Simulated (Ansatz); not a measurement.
Reaction (cleavage of the Si–Si bond): `B[SiH](O)[SiH3]` + `OC(F)F` → `FC(F)O[SiH3]` + `B[SiH2]O`

Calculated with Ansatz (gas phase, PBE0-D4/def2-TZVP geometries, no zero-point term in ΔE). CBS: MP2 limit from def2 TZ/QZ plus the TZ coupled-cluster correction, frozen cores. DFT in def2-TZVPP. B3LYP here is the variant with VWN-RPA as its local correlation; programs differ in this. HSE06 is defined as in plane-wave codes. Each species was taken in one conformer, which may not be the lowest.

(1) Is it downhill or uphill in electronic energy at CCSD(T)/CBS, and by how much? (Best estimate.)

(2) What do these levels give: PBE-D4, BLYP-D4, B3LYP-D4, HSE06-D4, ωB97M-V, PBE, B3LYP, r2SCANh, r2SCAN0, HF/def2-TZVPP, CCSD(T)/def2-TZVPP, HF/CBS(def2)? (An estimate is asked.)

Largest T1 diagnostic among the species: 0.014.

## Answers

(1) The calculation gave: Downhill: ΔE = -18.3 kcal/mol.

(2) The calculation gave: PBE-D4 -11.2, BLYP-D4 -16.3, B3LYP-D4 -17.6, HSE06-D4 -13.1, ωB97M-V -18.9, PBE -11.6, B3LYP -18.3, r2SCANh -16.4, r2SCAN0 -16.9, HF/def2-TZVPP -24.7, CCSD(T)/def2-TZVPP -18.3, HF/CBS(def2) -25.3 kcal/mol.

From r2SCAN to r2SCAN0 (25 % exact exchange), in def2-TZVPP and without D4, ΔE moves by −0.9 kcal/mol. In def2-TZVPP, CCSD(T) changes the Hartree–Fock value by +6.4 kcal/mol (the triples alone add +0.9 kcal/mol) and MP2 by +4.7 kcal/mol. At CCSD(T), def2-SVP lies +1.2 kcal/mol from the extrapolated value and def2-TZVPP +0.1 kcal/mol.
